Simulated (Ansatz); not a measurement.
CH5ClGeO (`[OH][GeH2][CH2]Cl`) at its PBE0-D4/def2-TZVP geometry, where that method's forces vanish. Total charge 0; spin multiplicity 1.

```xyz
9

O     1.3054   -1.3750   -0.4074
Ge   -0.3514   -0.7331   -0.4054
C    -0.3535    0.9027    0.6846
Cl    0.8630    2.0280    0.0209
H     1.9395   -0.7028   -0.6718
H    -1.2071   -1.8392    0.2267
H    -0.8037   -0.3803   -1.8342
H    -0.0749    0.6896    1.7157
H    -1.3174    1.4101    0.6709
```

Question: What forces (eV/Å) does B3LYP-D4/def2-TZVPP give on these atoms in Ansatz? (Estimate.)

Answer: Ansatz gave: 
```
O1   0.240 -0.082 -0.006
Ge2 -0.324 -0.078 -0.077
C3  -0.285 -0.067  0.292
Cl4  0.285  0.293 -0.137
H5   0.067 -0.016 -0.006
H6  -0.001 -0.011 -0.001
H7  -0.004 -0.004 -0.007
H8  -0.039  0.011 -0.071
H9   0.061 -0.048  0.013
```

B3LYP here is the variant with VWN-RPA as its local correlation; programs differ in this.
